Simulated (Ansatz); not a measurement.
Species: C5H8, SMILES `C=C1C[C@@H]1C` (charge 0, multiplicity 1).

Task: Give a relaxed geometry from B3LYP-D3(BJ)/def2-TZVP (Ansatz, a program for electronic structure).

Result: the end point of this relaxation (outside a Z-matrix the atoms follow the SMILES, hydrogens last).
Z-matrix (Å, degrees):
```
C
H 1 1.0866
C 1 1.4619 2 116.27
C 3 1.3158 1 148.43 2 -78.38
H 4 1.0841 3 121.34 1 2.84
H 4 1.0841 5 117.21 3 -179.85
C 3 1.4646 4 148.15 5 178.21
H 7 1.0843 3 119.01 4 75.73
H 7 1.0853 8 114.32 3 148.11
C 1 1.5112 2 114.75 3 -148.98
H 10 1.0916 1 110.60 2 -179.74
H 10 1.0922 11 107.71 1 121.47
H 10 1.0925 11 108.21 12 116.58
```
